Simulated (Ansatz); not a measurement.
`C[O][GeH2][SH]` at its PBE0-D4/def2-TZVP geometry, where that method's forces vanish. Charge 0, multiplicity 1.

```
atom   x (Å)   y (Å)   z (Å)
  C1   0.642   1.132  -0.917
  O2   1.017  -0.045  -0.240
 Ge3  -0.246  -1.189   0.252
  S4  -1.704  -0.223   1.618
  H5   0.152   0.915  -1.876
  H6   1.549   1.706  -1.119
  H7  -0.035   1.751  -0.317
  H8  -1.073  -1.620  -0.971
  H9   0.524  -2.317   0.942
 H10  -0.826  -0.110   2.628
```

Task: For each bond, give half the difference of the two atoms' forces along it (eV/Å; positive pushes the atoms apart) under PBE-D4, r2SCAN-D4, B3LYP-D4, ωB97M-V in def2-TZVPP. (Estimate.)

Result: Computed: 
| bond | length (Å) | PBE-D4 | r2SCAN-D4 | B3LYP-D4 | ωB97M-V |
| --- | --- | --- | --- | --- | --- |
| C1–O2 | 1.409 | 0.26 | 0.31 | 0.26 | 0.27 |
| C1–H5 | 1.098 | 0.07 | -0.06 | -0.08 | -0.10 |
| C1–H6 | 1.092 | 0.10 | -0.05 | -0.12 | -0.11 |
| C1–H7 | 1.096 | 0.07 | -0.07 | -0.09 | -0.10 |
| O2–Ge3 | 1.773 | 0.37 | 0.03 | 0.16 | 0.01 |
| Ge3–S4 | 2.220 | 0.12 | 0.04 | 0.21 | 0.02 |
| Ge3–H8 | 1.538 | 0.02 | -0.05 | -0.07 | -0.09 |
| Ge3–H9 | 1.530 | 0.01 | -0.06 | -0.11 | -0.12 |
| S4–H10 | 1.343 | 0.26 | 0.01 | -0.02 | -0.09 |

B3LYP here is the variant with VWN-RPA as its local correlation; programs differ in this.
